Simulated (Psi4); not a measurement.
Approach curve of the dimer C2H2 ··· H3B (SMILES C#C and B). Monomers: optimised at B3LYP-D3(BJ) (def2-TZVP), held rigid. Orientation: lowest of the rigid-body minima from ten starts at GFN2-xTB. R is the distance of the centres of mass, along which the second monomer moves.

Levels: PBE/def2-TZVP, counterpoise-corrected (Psi4); PBE-D3(BJ)/def2-TZVP, counterpoise-corrected (Psi4); wB97X-D/def2-TZVP, counterpoise-corrected (Psi4).

Interaction energies in kcal/mol; the last columns give the difference from wB97X-D:

| R / Å | PBE/def2-TZVP | PBE-D3(BJ)/def2-TZVP | wB97X-D/def2-TZVP | PBE/def2-TZVP − wB97X-D/def2-TZVP | PBE-D3(BJ)/def2-TZVP − wB97X-D/def2-TZVP |
|---|---|---|---|---|---|
| 3.14 | 11.96 | 10.89 | 15.23 | -3.27 | -4.34 |
| 3.32 | 7.02 | 6.03 | 8.88 | -1.86 | -2.84 |
| 3.46 | 4.85 | 3.93 | 5.91 | -1.06 | -1.98 |
| 3.70 | 2.78 | 1.98 | 3.05 | -0.26 | -1.06 |
| 3.91 | 1.84 | 1.14 | 1.83 | 0.00 | -0.69 |
| 4.09 | 1.34 | 0.73 | 1.26 | 0.08 | -0.53 |
| 4.41 | 0.82 | 0.35 | 0.71 | 0.11 | -0.35 |
| 4.69 | 0.57 | 0.21 | 0.44 | 0.13 | -0.23 |
| 5.22 | 0.33 | 0.13 | 0.22 | 0.11 | -0.09 |
| 5.92 | 0.19 | 0.10 | 0.13 | 0.06 | -0.03 |
| 6.92 | 0.09 | 0.06 | 0.07 | 0.02 | -0.01 |
| 8.19 | 0.04 | 0.03 | 0.03 | 0.01 | 0.00 |

PBE/def2-TZVP is furthest from wB97X-D/def2-TZVP at 3.14 (-3.27 kcal/mol, below); its mean absolute difference over the points is 0.58 kcal/mol.

PBE-D3(BJ)/def2-TZVP is furthest from wB97X-D/def2-TZVP at 3.14 (-4.34 kcal/mol, below); its mean absolute difference over the points is 1.01 kcal/mol.
